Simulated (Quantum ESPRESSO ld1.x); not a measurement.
Values are calculated unless marked as measured or tabulated.
One sound ld1.x (Quantum ESPRESSO 7.5) input for neutral sulfur gives E = -397.8320 hartree in 33 iterations:

```
 &input
    zed=16.0,
    iswitch=1,
    rel=1,
    dft='PW',
    config='[Ne] 3s2 3p4',
    verbosity='high',
    prefix='ld1',
    max_out_wfc=37,
    file_charge='ld1.rho',
 /
```

Changed or added lines, one case at a time, and what came of them:

- beta=1.5: harmless. The Broyden-type mixing copes: 19 iterations against 33, same energy.
- noscf=.true.: ran as typed. With noscf the program prints the levels of a bare nucleus, with no screening and no total energy; they are not those of the atom.
- atom='S': harmless. atom and zed name the same element, and the result equals that of the sound run.
- config='[Ne] 3s2 3p4 3f1': refused. The program stops in el_config with "main/angular quantum number mismatch": l must be smaller than n.
- dft='HF': refused. The program stops in ld1_setup with "HF not implemented yet": ld1.x has no Hartree-Fock; KLI and OEP are its exact-exchange options.
- lsd=2: refused. The program stops in ld1_readin with "lsd not correct": lsd takes 0 or 1.
- config='[Ne] 3s2 3p4 8s1': refused. The program stops in el_config with "wrong main quantum number": the config string takes n from 1 to 7 alone.
